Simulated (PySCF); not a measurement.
C3H7B.
Cartesian coordinates in Å at the PBE0-D3(BJ)/def2-SVP level; atoms count from 1:
```
atom  x, y, z in Å
B1    -1.8145    0.3984    0.1753
C2    -0.5864   -0.2749   -0.4991
C3     0.6943   -0.3409    0.2640
C4     1.8893    0.0290   -0.1994
H5    -1.8801    0.5018    1.3801
H6    -2.7649    0.7354   -0.4940
H7    -0.4376    0.0261   -1.5486
H8    -1.0327   -1.3020   -0.5678
H9     0.6172   -0.7007    1.2981
H10    2.0170    0.4009   -1.2216
H11    2.7840   -0.0218    0.4262
```

Linear response at wB97X-D/def2-SVPD (PySCF, frozen core in the response, non-relativistic).

Static isotropic polarisability: 53.71 au (7.96 Å³), principal values 42.5, 49.1, 69.5 au.

Question: What is the polarisability at 1064 nm and at the sodium D line?

Answer: 54.24 au at 1064 nm (+1.0 %), 55.49 au at 589.3 nm (+3.3 %). The rise at 589.3 nm is 3.38 times that at 1064 nm; a pure ω² law gives 3.26. The lowest singlet lies at 230 nm, shorter than both wavelengths.

Question: What is the isotropic C6 coefficient between two such molecules, C6 = (3/π)∫α(iω)² dω?

Answer: 1104 au (Eh·bohr⁶) by a ten-point quadrature over imaginary frequencies, which is 660 eV·Å⁶ or 63.7 J·nm⁶/mol.

Question: Which effective excitation energy ω̄ makes London's formula C6 = (3/4)α²ω̄ exact here?

Answer: ω̄ = 4·C6/(3α²) = 0.510 Eh = 13.9 eV. A one-pole form α(ω) = α/(1 − ω²/ω̄²) fitted to the 1064 nm value gives 11.8 eV. London's choice of the ionisation energy (9.49 eV, ΔSCF at the same level) gives C6 = 754 au, 32 % too low.

Question: What three-body coefficient follows from the one-pole estimate C9 = (3/4)·α·C6?

Answer: 44500 au. This is an estimate from the two numbers above, not a computed integral.

Question: What molar refraction at the D line follows from R = (4π/3)·N_A·α′, with α′ the polarisability volume?

Answer: α′ = 8.22 Å³ gives R = 20.74 cm³/mol, for isolated, non-vibrating species.

Question: What n − 1 at the D line would an ideal gas of it have at 273.15 K and 1 atm (2.6868 × 10¹⁹ cm⁻³), by n − 1 = 2π·N·α′?

Answer: 13.88 × 10⁻⁴, a formal value whether or not that pressure can be reached.

Question: How anisotropic is the static polarisability, by Δα² = ½[(α1 − α2)² + (α2 − α3)² + (α3 − α1)²]?

Answer: Δα = 24.4 au, or 0.45 of the isotropic value.

Question: The lowest 6 singlets have (eV, f): 5.40, 0.007; 6.13, 0.001; 7.14, 0.036; 7.27, 0.286; 7.40, 0.177; 8.00, 0.004. What share of the static polarisability do they carry in the sum over states α = Σ f/ω²?

Answer: 7.15 au, 13.3 % of α; the largest term, 4.01 au, is that of the state at 7.27 eV. Their oscillator strengths add up to 0.51. Higher states carry the rest.

One conformer stands for the species.

The pairwise dispersion term of wB97X-D wasn't added to the energies; at a given geometry it leaves orbitals and properties as they are.
